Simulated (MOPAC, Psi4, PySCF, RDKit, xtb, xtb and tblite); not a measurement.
Two geometries of SMILES C(C)(C)CCC=O, relaxed at GFN2-xTB with one dihedral held; other torsions can differ between them too.

Structure A

```
19

C     -2.0138     0.6430     0.6884
C     -0.6991     0.3343    -0.0225
C     -0.9603    -0.1277    -1.4543
C      0.1703    -0.7098     0.7054
C      0.0236    -0.7433     2.2265
C     -1.2484    -1.3777     2.7018
O     -1.8807    -1.0396     3.6625
H     -2.6089    -0.2596     0.8157
H     -1.8487     1.0895     1.6640
H     -2.5939     1.3452     0.0929
H     -0.1300     1.2712    -0.0671
H     -1.5802    -1.0220    -1.4573
H     -1.4753     0.6464    -2.0180
H     -0.0246    -0.3546    -1.9607
H      1.2161    -0.5301     0.4521
H     -0.0882    -1.7032     0.3256
H      0.8247    -1.3717     2.6324
H      0.1326     0.2492     2.6663
H     -1.5534    -2.2582     2.0989
```

Structure B

```
19

C     -1.9096     0.5336     0.8123
C     -0.6420     0.3092    -0.0091
C     -0.9909    -0.0965    -1.4379
C      0.2588    -0.7428     0.6589
C      1.7399    -0.5032     0.3688
C      2.2222     0.7898     0.9556
O      2.9701     1.5619     0.4257
H     -2.4683    -0.3953     0.9105
H     -1.6650     0.8961     1.8081
H     -2.5500     1.2680     0.3298
H     -0.0907     1.2568    -0.0438
H     -1.5740    -1.0155    -1.4393
H     -1.5765     0.6810    -1.9226
H     -0.0901    -0.2580    -2.0249
H     -0.0256    -1.7397     0.3184
H      0.1102    -0.7093     1.7412
H      2.3339    -1.2974     0.8325
H      1.9445    -0.5133    -0.7029
H      1.8301     0.9844     1.9753
```

Question: Which is lower in energy at the level B3LYP-D3(BJ)/def2-SVP // GFN2-xTB (Psi4), and by how much?

Answer: B is lower, by 1.31 kcal/mol (dihedral C1–C2–C4–C5: -30° in A, -150° in B).

E(B) − E(A) in kcal/mol at the other levels, on the same two geometries: GFN2-xTB (xtb and tblite) -1.51; MMFF94 // GFN2-xTB (RDKit) -2.73; B3LYP/def2-SVP // GFN2-xTB (Psi4) -1.93; PBE/def2-SVP // GFN2-xTB (Psi4) -1.58; PBE-D3(BJ)/def2-SVP // GFN2-xTB (Psi4) -1.22; UFF // GFN2-xTB (RDKit) -4.96; PM7, restricted, heats of formation // GFN2-xTB (MOPAC) -1.94; PM6, restricted, heats of formation // GFN2-xTB (MOPAC) -1.50; GFN1-xTB // GFN2-xTB (xtb) -1.08; restricted B3LYP/6-31G*, spherical d, density fitting // GFN2-xTB (PySCF) -2.13; restricted B3LYP/6-311+G**, spherical d, density fitting // GFN2-xTB (PySCF) -2.36; restricted B3LYP/LANL2DZ // GFN2-xTB (PySCF) -2.23; restricted Hartree-Fock/STO-3G // GFN2-xTB (PySCF) -2.89.
